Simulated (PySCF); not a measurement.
C₅H₇F, SMILES C#CC[C@@H](C)F. The structure is a stationary point at PBE0-D3(BJ)/def2-SVP. The structure was generated by enumeration; whether it is a known compound was not checked. The values are those of a single conformer.

Calculation: PBE0-D3(BJ)/def2-SVP run with PySCF.

Harmonic wavenumbers (cm⁻¹): 88, 151, 242, 335, 356, 378, 441, 667, 693, 708, 827, 891, 933, 984, 1077, 1121, 1180, 1249, 1339, 1362, 1381, 1416, 1424, 1455, 1470, 2251, 3056, 3066, 3070, 3119, 3170, 3177, 3491. Rotational constants (GHz): 5.690, 2.385, 2.227; symmetry number 1.

**Question.** Work out the zero-point energy and the ideal-gas rigid-rotor harmonic-oscillator thermochemistry at 298.15 K and 1 atm.

**Answer.** ZPE = ½ Σ hcν = ½ × 46571 cm⁻¹ = 66.58 kcal/mol. H − E(el) = 71.41 kcal/mol. Entropy in cal/(mol K): translation 39.27, rotation 26.77, vibration 14.23, total 80.27. G − E(el) = 47.48 kcal/mol. Cp = 25.86 cal/(mol K). Modes under 150 cm⁻¹ make the vibrational entropy uncertain.
